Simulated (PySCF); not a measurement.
C2H3Cl2In, SMILES [CH]([In]([Cl])[Cl])=C. Atoms are numbered in the order given.

```xyz
8

In    -0.1367     0.0438     0.0000
Cl    -0.6538     2.3425     0.0000
Cl     2.1835    -0.4124     0.0000
C     -1.4943    -1.6035     0.0000
C     -1.0211    -2.8549     0.0000
H     -2.5718    -1.4075     0.0000
H     -1.6950    -3.7213     0.0000
H      0.0513    -3.0791     0.0000
```

Geometry: B3LYP-D3(BJ)/def2-SVP. The structure was generated by enumeration; whether it is a known compound was not checked. The def2 effective core potentials stand for the cores of In; spin–orbit coupling is left out. Other conformers were not sampled.

The numbers are results of PySCF with PBE/def2-TZVP, not measurements.

ESP charges are fitted to the potential on shells at 1.4 to 2.0 van der Waals radii. Atomic charges (e):

| atom | ESP fit | Löwdin | Mulliken |
|---|---|---|---|
| In1 | 0.64 | -0.04 | 0.79 |
| Cl2 | -0.29 | 0.08 | -0.35 |
| Cl3 | -0.29 | 0.07 | -0.36 |
| C4 | -0.23 | -0.34 | -0.28 |
| C5 | -0.30 | -0.18 | -0.23 |
| H6 | 0.14 | 0.15 | 0.15 |
| H7 | 0.18 | 0.13 | 0.13 |
| H8 | 0.15 | 0.14 | 0.15 |
